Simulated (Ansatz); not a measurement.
The same path of ClH5OSi2 + H2 (11 atoms, charge 0, multiplicity 1) was run twice with different band settings. Lost on the way: Si1–O2, H10–H11. Made: Si1–H10, O2–H11.

All numbers below come from RKS CAM-B3LYP/6-31G* (Ansatz).

Relaxed end points:

```xyz
11
Properties=species:S:1:pos:R:3
Si -0.490 0.365 -0.074
O -0.135 0.262 1.534
H 0.449 -0.451 1.824
Cl 1.215 0.846 -1.173
H -1.413 1.512 -0.192
Si -1.323 -1.634 -0.951
H -2.601 -1.989 -0.283
H -1.555 -1.506 -2.411
H -0.346 -2.727 -0.708
H 1.442 -2.526 1.894
H 1.937 -2.170 2.325
```

```xyz
11
Properties=species:S:1:pos:R:3
Si 0.424 0.127 -0.341
O -0.048 -1.084 2.073
H -0.935 -1.120 2.459
Cl 0.844 1.068 -2.173
H -0.182 1.175 0.505
Si -1.008 -1.675 -0.737
H -2.251 -1.542 0.069
H -1.400 -1.779 -2.166
H -0.352 -2.951 -0.345
H 1.740 -0.289 0.188
H 0.349 -1.947 2.256
```

Common settings: movable images 5; climbing image yes; optimiser quadratic models (default); start path through a guess of the saddle point; force threshold 0.03 eV/Å; iteration limit 60; end points relaxed.

| run | spring |
| --- | --- |
| 1 | 5.0 eV/Å² |
| 2 | 20.0 eV/Å² |

**Question.** What does each run give, and how far can it be trusted?

**Answer.** Run 1: converged after 26 iterations, highest image 2.543 eV above the first end. Neighbouring images differ by up to 2.4 eV, so the band resolves the path poorly. A vibrational analysis at the climbing image gives one clearly imaginary mode, 1518i cm⁻¹: a first-order saddle point.
Run 2: converged after 28 iterations, highest image 2.543 eV above the first end. Neighbouring images differ by up to 2.4 eV, so the band resolves the path poorly. Another band between the same ends (5 images) ends at a top of the same energy, where a vibrational analysis finds 1 clearly imaginary mode.
The orbitals stay closed-shell, which can raise the energy where a bond breaks towards radicals; this wasn't checked here.
